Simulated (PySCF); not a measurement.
## Ionisation energy of In+ by level of theory

In+ [Kr] 4d10 5s2 (1S) → In(2+) [Kr] 4d10 5s1 (2S), as a difference of total energies. Computed with PySCF 2.14 in x2c-QZVPPall with one added diffuse shell each of s, p, d, f type (14s10p8d5f1g, 128 functions), with scalar relativity by spin-free X2C-1e. Correlated levels: valence: [Kr] 4d10 frozen; valence and next inner shell: [Ar] 3d10 frozen. The calculations carry no spin-orbit coupling.

Order these methods by the ionisation energy they give, lowest first.
A. MP2 (valence)
B. SCS-MP2 (valence and next inner shell)
C. HSE06
D. M06-2X

A (17.674 eV), D (18.638 eV), C (18.712 eV), B (18.820 eV).

Errors of the correlated levels include the incompleteness of this basis and the frozen core.

For comparison: 18.870 eV (measured; NIST Atomic Spectra Database, ionization energies).
